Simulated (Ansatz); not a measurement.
Compare A (`FC([SiH3])B[SiH3]`) with its isomer B (`FB([SiH3])C[SiH3]`).

Program: Ansatz. Geometries: PBE0-D4/def2-TZVP. ΔE: electronic, gas phase. CBS: MP2 limit from def2 TZ/QZ plus the TZ coupled-cluster correction, frozen cores. Functionals use def2-TZVPP. B3LYP here is the variant with VWN-RPA as its local correlation; programs differ in this. Each species was taken in one conformer, which may not be the lowest.

Q: Which isomer does CCSD(T)/CBS put lower? Give the gap. (Estimate.)

A: Ansatz gave: B, by 61.2 kcal/mol.

Q: Give E(B) − E(A) in kcal/mol with B3LYP-D4, CCSD/def2-TZVPP, B3LYP, PBE0-D4, PBE-D4, r2SCAN-D4, CCSD(T)/def2-TZVPP. (An estimate is asked.)

A: Computed: B3LYP-D4 -59.6, CCSD/def2-TZVPP -62.3, B3LYP -60.4, PBE0-D4 -58.8, PBE-D4 -56.4, r2SCAN-D4 -59.2, CCSD(T)/def2-TZVPP -61.5. None reverses the order clearly.

Largest T1 diagnostic: 0.014.

From PBE to PBE0 (25 % exact exchange), in def2-TZVPP and without D4, E(B) − E(A) moves by −2.3 kcal/mol. In def2-TZVPP, CCSD(T) changes the Hartree–Fock value by +3.8 kcal/mol (the triples alone add +0.8 kcal/mol) and MP2 by +1.8 kcal/mol.
